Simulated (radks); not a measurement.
Values are calculated unless marked as measured or tabulated.
The bromine anion Br-, [Kr], held by a Watson sphere: a shell of charge +1.37 at radius R that stands for the Madelung well of a crystal (potential energy -1.37/R inside, -1.37/r outside, in hartree with lengths in bohr). Code: a radial shooting solver on a logarithmic mesh with Libxc functionals. Model: scalar-relativistic Kohn-Sham, PBEsol, spin-polarised, spherical densities, finite nucleus; Fermi nuclear charge, rms radius of each element as measured or else 0.836 A^(1/3) + 0.57 fm. Response by self-consistent Sternheimer equations with the Hartree and adiabatic LDA kernel, the relativistic mass of each level held fixed and spin-orbit coupling left out. The sphere does not respond.

| R (bohr) | e(3d) (eV) | e(4s) (eV) | e(4p) (eV) | <r> 4p (bohr) | sum of <r^2> (bohr^2) | X-ray form factor at sin(theta)/lambda = 0.2 1/angstrom | alpha (bohr^3) |
|---|---|---|---|---|---|---|---|
| 2.21 | -68.918 | -23.948 | -11.867 | 2.075 | 44.22 | 27.955 | 20.33 |
| 2.53 | -68.389 | -23.118 | -11.226 | 2.123 | 45.84 | 27.868 | 22.92 |
| 2.7 | -68.123 | -22.706 | -10.878 | 2.145 | 46.63 | 27.834 | 24.38 |
| 2.97 | -67.704 | -22.092 | -10.329 | 2.177 | 47.76 | 27.794 | 26.80 |
| 4.64 | -65.279 | -19.202 | -7.497 | 2.283 | 52.09 | 27.727 | 41.38 |
| 4.76 | -65.130 | -19.044 | -7.337 | 2.287 | 52.27 | 27.726 | 42.29 |
| 5.22 | -64.595 | -18.482 | -6.770 | 2.299 | 52.85 | 27.726 | 45.53 |
